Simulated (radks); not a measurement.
The numbers below are computed, except where a source is named.
Task: Level of theory: scalar-relativistic Kohn-Sham, SCAN, spin-polarised, spherical densities, finite nucleus; open shells are filled with parallel spins first (spin-orbit coupling, left out, can overturn this in heavy ions); meta-GGA in the generalised Kohn-Sham scheme; Fermi nuclear charge, rms radius of each element as measured or else 0.836 A^(1/3) + 0.57 fm (a radial shooting solver on a logarithmic mesh with Libxc functionals). Each species is in its NIST ground configuration. Rank Al3+, Ga3+, In3+, Tl3+ by Delta-SCF ionisation energy (eV), largest first.

Result: Al3+ 121.69, Ga3+ 63.827, In3+ 56.512, Tl3+ 51.879.
